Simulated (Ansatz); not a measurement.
Cd7H20S7, relaxed as a singlet with RKS r2SCAN-D4/def2-SVP in Ansatz, starting from the GFN1-xTB geometry. Force threshold 0.03 eV/Å.

In the def2 sets Cd takes a core potential; there is no spin–orbit coupling. Single mean-field runs in def2-SVP are fitted with def2-universal-jkfit. In the singlet geometry the species has come apart into loosely held pieces.

Start:

```xyz
34

Cd   -2.7544    2.3507   -0.9118
Cd    0.5503   -1.9107    0.2873
Cd   -2.1315   -0.0236    2.0741
Cd   -0.9392   -0.4963   -2.8390
Cd    1.4982    2.5759   -2.8828
Cd    2.1322    1.6611    0.3146
Cd    0.1674    3.0842    2.6989
S    -0.2599   -3.6872   -2.9647
S    -1.9270   -0.7012   -0.4369
S    -0.0091    2.8831   -0.3019
S    -1.6663   -3.0989    3.1547
S     3.7111   -1.9989    1.2538
S     0.4653    0.1103    1.9901
S     1.3350   -0.2337   -1.5993
H    -3.5248    2.5094    0.5574
H    -2.7843    2.2280   -2.5714
H     0.5674   -3.5283    0.4426
H    -3.3726    0.0510    3.1007
H    -1.5791   -0.6284   -4.3136
H     0.3193    2.3324   -4.0300
H     3.0455    3.0695   -2.4848
H     3.7100    1.6925    0.6935
H    -1.4148    3.0174    3.2049
H     1.7484    3.5610    2.9629
H    -1.3656   -4.1138   -3.5412
H     0.4217   -3.6897   -4.0927
H    -2.9585   -1.5155   -0.6111
H     0.3270    4.1640   -0.3331
H    -2.9290   -3.3973    3.3879
H    -1.4372   -2.7538    4.4064
H     3.5819   -1.0508    2.1606
H     4.2410   -1.1787    0.3682
H     0.9552   -0.3905    3.1154
H     2.2765   -0.8933   -2.2598
```

Q: Estimate the energy that the relaxation releases and the steps that it takes.

A: 2.12 eV, in 46 steps; 4 min on 2 threads of AMD EPYC 7R13 on a shared host and a share (18 GiB) of an NVIDIA H100 80GB HBM3. No frequencies were taken in this run, so the end may be a saddle point.

Q: Does the start keep its bonding and symmetry?

A: Bonds lost: Cd3–S9, Cd6–S10 (atoms count from 1). Bonds formed: Cd1–S9, Cd3–H15, Cd3–H23, Cd4–H20, Cd6–S12 (atoms count from 1). Metal–metal contacts that move far: Cd4–Cd5 3.92 to 3.15 Å, Cd3–Cd7 3.92 to 3.17 Å. The end holds 2 separate pieces.

Q: Predict the relaxed structure.

A: 
```xyz
34

Cd   -2.979    2.062   -0.637
Cd   -0.284   -1.897   -0.431
Cd   -2.300    1.066    2.594
Cd   -0.468    0.172   -3.829
Cd    1.196    2.488   -2.484
Cd    2.639    0.505    0.684
Cd    0.186    3.025    2.348
S     0.146   -3.648   -2.871
S    -1.964   -0.322   -1.626
S    -0.413    2.915   -0.408
S    -0.012   -2.651    4.037
S     3.079   -2.267    1.494
S     0.212    0.227    1.516
S     1.549   -0.248   -1.686
H    -3.237    1.428    1.077
H    -3.958    2.863   -1.761
H    -0.186   -3.220    0.629
H    -2.456   -0.085    3.844
H    -0.465   -1.146   -4.898
H    -0.223    1.937   -3.635
H     2.631    3.326   -2.759
H     4.092    1.325    0.841
H    -1.527    2.825    2.853
H     1.738    3.606    2.617
H    -1.098   -4.174   -2.933
H    -0.127   -2.710   -3.824
H    -2.994   -1.096   -2.034
H    -0.605    4.222   -0.702
H    -0.449   -3.121    2.841
H    -0.982   -1.699    4.079
H     2.149   -2.311    2.487
H     4.088   -1.986    2.350
H     0.444   -0.591    2.578
H     2.579   -0.820   -2.351
```
Bond lengths (bridged metal pairs left out): 15 × Cd–S 2.58 to 2.97 Å; 13 × Cd–H 1.68 to 1.94 Å; 10 × H–S 1.35 to 1.36 Å.
